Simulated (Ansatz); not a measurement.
Compare A (`FBO[SiH2][SiH3]`) with its isomer B (`B[Si](O)(F)[SiH3]`).

Computed with Ansatz on PBE0-D4/def2-TZVP structures; ΔE is electronic, products minus reactants. CCSD(T)/CBS adds triple-zeta CCSD(T) − MP2 to the extrapolated MP2 energy (def2 sets, frozen cores). Functionals use def2-TZVPP. B3LYP here is the variant with VWN-RPA as its local correlation; programs differ in this. One conformer a species, not always the lowest.

(1) Which isomer does CCSD(T)/CBS put lower? Give the gap. (Best estimate.)

(2) Give E(B) − E(A) in kJ/mol with r2SCAN-D4, B3LYP, B2PLYP, HF/def2-TZVPP, MP2/def2-TZVPP, CCSD/def2-TZVPP, PBE-D4. (Best estimate.)

Largest T1 diagnostic: 0.013.

Answers

(1) The calculation gave: A, by 175.1 kJ/mol.

(2) The calculation gave: r2SCAN-D4 180.6, B3LYP 182.1, B2PLYP 183.4, HF/def2-TZVPP 188.9, MP2/def2-TZVPP 183.8, CCSD/def2-TZVPP 180.4, PBE-D4 174.1. None reverses the order clearly.

In def2-TZVPP, CCSD(T) changes the Hartree–Fock value by −8.0 kJ/mol (the triples alone add +0.5 kJ/mol) and MP2 by −5.1 kJ/mol.
